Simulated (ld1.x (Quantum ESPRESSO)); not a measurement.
## Before and after: TM potential for Ga (Z = 31)

* Element: gallium
* Generator: ld1.x (Quantum ESPRESSO) 7.5
* Type: norm-conserving Troullier–Martins (Kleinman–Bylander form)
* Functional: PBE
* Relativity: scalar-relativistic
* Frozen core: [Ar] 3d10
* Valence charge: 3
* Reference configuration: 4s2 4p1
* Partial waves: 4s (bound): rc 1.55 bohr; 4p (bound): rc 2.05 bohr; 4d channel at -0.05 Ry: rc 2.15 bohr
* Local potential: all-electron potential smoothed inside 1.55 bohr (lloc = -1)
* Core correction: Bessel-smoothed model core inside 1.15 bohr

Change: all radii but the core radius scaled by about 1.25 (s 1.92, p 2.56, d 2.68 bohr); local potential all-electron potential smoothed inside 1.92 bohr (lloc = -1).

Cutoffs: the cutoffs (Ry, on a coarse ladder) from which the occupation-weighted sum of valence levels, in a spherical-Bessel basis at the reference potential, stays within 10 and 1 mRy of its value at 400 Ry; they do not see the model core or the augmentation charge, which bear on the density cutoff. Errors are all-electron minus pseudo energies relative to the spin-unpolarised reference configuration.

Task: What does the change do?

Result: The potential gets neither clearly harder nor softer (15 Ry and 40 Ry → 15 Ry and 35 Ry); the bound ghost in d disappears; of the 7 tests that both files solve, the error grows in 0 and shrinks in 1 by more than 15 % and 0.3 meV (median size 17.6 → 15.9 meV).

```tsv
quantity	base	changed
cutoff, loose	15 Ry	15 Ry
cutoff, tight	40 Ry	35 Ry
bound ghosts	d	none
error for 4s2 4p0, meV [ΔE 5.69 eV]	-11	-12
error for 4s1 4p0, meV [ΔE 26.82 eV]	-168	-181
error for 4s2 4p0.5, meV [ΔE 2.03 eV]	-1.6	-1.7
error for 4s1 4p1, meV [ΔE 13.06 eV]	-46	-46
error for 4s1 4p2, meV [ΔE 6.54 eV]	-18	-16
error for 4s2 4p1.3, meV [ΔE -0.53 eV]	-0.1	-0.1
error for 4s0 4p3, meV [ΔE 13.37 eV]	-72	-61
```

 A true bound ghost makes a file unfit for plane-wave use even where its test errors are small: the radial tests pick states by their node count and pass the ghost by.
